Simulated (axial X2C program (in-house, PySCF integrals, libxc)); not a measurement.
## NaRh: cheaper levels and CCSD(T), two-component

Calculated with an in-house relativistic program for diatomic molecules. Two-component (2c) means X2C with spin–orbit coupling and atomic mean-field two-electron Coulomb and Gaunt terms. Basis: Rh dyall-cv3z [12s12p8d5f3g], Na dyall-cv3z [9s8p5d2f] (cores contracted in-house); Gaussian nuclei, density fitting, unrestricted open shells. Masses: Rh 102.906 u, Na 22.990 u.

State: Ω = 3 (⟨Sz⟩ = 0.98, ⟨Lz⟩ = 2.02 at HF); fragments Rh + Na.

```json
{"level": "PBE0", "Re (Å)": "2.735", "ωe (cm⁻¹)": "199.3"}
{"level": "HF", "Re (Å)": "3.067", "ωe (cm⁻¹)": "115.0"}
{"level": "CCSD", "Re (Å)": "2.724", "ωe (cm⁻¹)": "209.3"}
{"level": "PW91", "Re (Å)": "2.691", "ωe (cm⁻¹)": "211.3"}
{"level": "TPSSh", "Re (Å)": "2.726", "ωe (cm⁻¹)": "202.3"}
{"level": "M06", "Re (Å)": "2.754", "ωe (cm⁻¹)": "194.9"}
```

Correlated methods: 18 electrons correlated (number of frozen shells: Rh 4 s, 3 p, 1 d; Na 1 s), 302 virtual spin orbitals or spinors in MP2, 140 natural virtuals in coupled cluster.

CCSD(T), same Hamiltonian and basis:

Re = 2.704 Å, ωe = 215.3 cm⁻¹; T1 = 0.046 (Lee–Taylor normalisation).

(1) Give the differences from CCSD(T) in the columns below.

One determinant describes the state; a PBE0 search over occupations chose it and may have missed a lower one. De is not given where an atomic determinant may have missed its ground term or J level, or where the truncated virtual space spoils (T). Density functionals use the spin component along the axis (collinear). Coupled cluster ran in a truncated set of natural virtual spinors; the MP2 energy of the rest was added. (T) has no such correction and the atoms are truncated less, which lowers De at CCSD(T) by a hundredth of an eV or more. PBE0 can misorder states that lie within some tenths of an eV, so this need not be the ground state of the molecule. The nearest other 2c determinant of the search, Ω = 4, lies 0.19 eV up at the distance of the search. The functionals have no current-density term, which raises determinants with orbital currents, atoms included. With several unpaired electrons one determinant need not be a pure state. The determinant is spin-polarised beyond a pure state at some levels (its spin-free form has ⟨S²⟩ too high), which makes Re and μ there less reliable. The T1 diagnostic is large, a sign of multireference character.

Answers

(1) 

| level | ΔRe (Å) | Δωe (cm⁻¹) |
| --- | --- | --- |
| PBE0 | 0.031 | -16.0 |
| HF | 0.363 | -100.3 |
| CCSD | 0.020 | -6.0 |
| PW91 | -0.013 | -4.0 |
| TPSSh | 0.022 | -13.0 |
| M06 | 0.050 | -20.4 |
